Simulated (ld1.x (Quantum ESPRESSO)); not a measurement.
## gallium (Ga): ultrasoft pseudisation with PBEsol, scalar-relativistic reference atom.

- Element: gallium (Ga)
- Generator: ld1.x (Quantum ESPRESSO) 7.5
- Type: ultrasoft
- Functional: PBEsol
- Relativity: scalar-relativistic
- Frozen core: [Ar] 3d10
- Valence charge: 3
- Reference configuration: 4s2 4p1
- Partial waves: 4s (bound): rcut 1.90, rcutus 2.20 bohr; 4s channel at 2.8 Ry: rcut 1.90, rcutus 2.20 bohr; 4p (bound): rcut 1.55, rcutus 2.15 bohr; 4p channel at 4.65 Ry: rcut 1.55, rcutus 2.15 bohr
- Local potential: all-electron potential smoothed inside 1.90 bohr (lloc = -1)
- Core correction: none
- Augmentation charge: PSQ, radius 1.75 bohr

All-electron outer shells of the reference configuration (PBEsol, scalar-relativistic, ld1.x):

```tsv
shell	level (eV)	outermost node (bohr)	outermost maximum (bohr)
3p	-98.68	0.24	0.56
3d	-19.16	–	0.53
4s	-8.96	0.81	1.90
4p	-2.57	0.87	2.53
```

Results:

| Property | Result |
| --- | --- |
| Cutoffs needed | 6 Ry and 8 Ry (the cutoffs (Ry, on a coarse ladder) from which the occupation-weighted sum of valence levels, in a spherical-Bessel basis at the reference potential, stays within 10 and 1 mRy of its value at 400 Ry) |
| Ghost test | no extra level below or beside the all-electron valence levels (s, p, d, f tested) (spherical-Bessel basis up to 400 Ry, 20 bohr box) |
| Largest excitation error | +120 meV (all-electron minus pseudo) for 4s0 4p3, out of 7 test configurations |
| Lowest eigenvalue of the overlap operator | 0.57 (s channel) |
| Density cutoff estimated by the generator | 93 Ry |

Generation and tests took about 4.8 s on one core of a shared server CPU.
